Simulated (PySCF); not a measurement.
**Electron correlation in Lu³⁺ (lutetium, charge +3)**

[Xe] 4f14, closed-shell 1S. Computed with PySCF 2.14 in ANO-RCC-VTZP, with the spin-free X2C one-electron Hamiltonian (Gaussian nucleus). Frozen: [Kr] 4d10; 22 electrons correlated.

MP2 pair energies summed by pair of shells (mhartree):

| pair | energy | share (%) |
| --- | --- | --- |
| 4f-4f | -749.02 | 58.8 |
| 4f-5p | -302.34 | 23.7 |
| 5p-5p | -123.05 | 9.7 |
| 4f-5s | -64.58 | 5.1 |
| 5s-5p | -29.85 | 2.3 |
| 5s-5s | -6.05 | 0.5 |

Total MP2 correlation energy: -1274.9 mhartree.

Same-spin part -498.90 and opposite-spin part -775.98 mhartree; SCS-MP2 scales them by 1/3 and 6/5 to -1097.5 mhartree.
